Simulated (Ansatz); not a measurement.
Basis sets compared for Ga₇P₈H₂₆⁺, a nanocrystal cut from zinc blende GaP (hydrogen-capped). The state is a singlet with charge 1. Geometry r2SCAN-D4/def2-SVP. Ansatz on 2 threads of AMD EPYC 7R13 on a shared host and a share (18 GiB) of an NVIDIA H100 80GB HBM3; times are rough, and most runs start from earlier orbitals.

```xyz
41

Ga    2.988    4.062   -0.959
Ga   -1.269    3.634   -1.746
Ga    0.336    1.476    1.453
Ga   -1.911   -1.433    0.197
Ga    0.912   -0.018   -2.277
Ga    0.065   -3.110    3.438
Ga    0.545   -4.694   -0.528
P     2.370    2.619    0.917
P    -1.364    2.919    0.541
P    -1.941   -2.115    2.479
P     0.798    4.820   -1.738
P    -0.819    1.600   -2.892
P     0.192   -0.360   -0.007
P    -1.525   -3.481   -0.949
P     0.317   -4.922    1.867
H     3.657    5.313   -0.321
H     3.516    3.128   -2.081
H    -2.510    4.441   -2.212
H     0.118    1.238    2.975
H    -3.107   -0.555   -0.287
H     2.237    0.801   -2.277
H     0.593   -1.298   -3.108
H    -0.295   -3.657    4.848
H     1.184   -2.071    3.102
H     1.657   -3.622   -0.757
H     0.432   -6.087   -1.208
H     2.729    3.291    2.115
H     3.342    1.586    0.961
H    -1.515    4.074    1.354
H    -2.630    2.319    0.770
H    -2.308   -0.971    3.237
H    -3.105   -2.900    2.697
H     0.472    6.064   -1.134
H     0.961    5.279   -3.072
H    -0.649    1.984   -4.248
H    -2.087    0.972   -3.011
H     1.107   -1.292    0.556
H    -1.630   -3.189   -2.334
H    -2.681   -4.294   -0.805
H     1.471   -5.632    2.292
H    -0.653   -5.919    2.155
```

The 6-31G sets use Cartesian d functions. Single mean-field runs in def2-SVP, def2-TZVP are fitted with def2-universal-jkfit.

```tsv
level	functions	energy (Eh)	HOMO (eV)	LUMO (eV)	wall time
HF/STO-3G	224	-16017.0708	-8.72	4.15	6 s
HF/6-31G	359	-16201.0100	-12.70	-0.82	9 s
HF/def2-SVP (with forces)	498	-16201.2132	-12.71	-0.74	8.5 s
PBE-D4/def2-SVP (with forces)	498	-16214.5903	-9.08	-4.55	4.9 s
PBE0-D4/def2-SVP	498	-16215.1575	-10.17	-3.79	6.5 s
```

**Question.** Estimate the rows for PBE-D4/def2-TZVP, PBE0-D4/def2-TZVP.

**Answer.** 
| level | functions | energy (Eh) | HOMO (eV) | LUMO (eV) | wall time |
| --- | --- | --- | --- | --- | --- |
| PBE-D4/def2-TZVP | 788 | -16217.2659 | -9.10 | -4.84 | 9 s |
| PBE0-D4/def2-TZVP | 788 | -16217.8120 | -10.17 | -4.06 | 11 s |
